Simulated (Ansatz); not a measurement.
Cartesian coordinates in Å:
```
C 0.6687 -0.4224 -1.0363
Si -0.2424 0.7479 0.0826
P -1.5871 0.0371 1.6869
S 0.3691 0.9134 2.0894
H 1.5851 0.0436 -1.4069
H 0.9331 -1.3316 -0.4945
H 0.0500 -0.6892 -1.8967
H -0.6182 2.0204 -0.5753
H -1.1584 -1.3192 1.5508
```

Charge 0, multiplicity 1.

Question: List the CAM-B3LYP/def2-TZVPP orbital energies in eV (Ansatz). (Estimate.)

Answer: The calculation gave: Occupied: -2419.53, -2099.20, -1801.67, -278.90, -217.55, -180.41, -162.13, -162.05, -161.94, -146.19, -130.43, -130.34, -130.28, -101.56, -101.52, -101.47, -22.96, -21.64, -17.83, -15.51, -13.56, -13.44, -12.33, -11.51, -10.74, -9.82, -8.66, -8.10. Lowest empty: 0.40, 1.00, 1.47, 1.68, 1.78, 3.03, 3.41, 3.60.
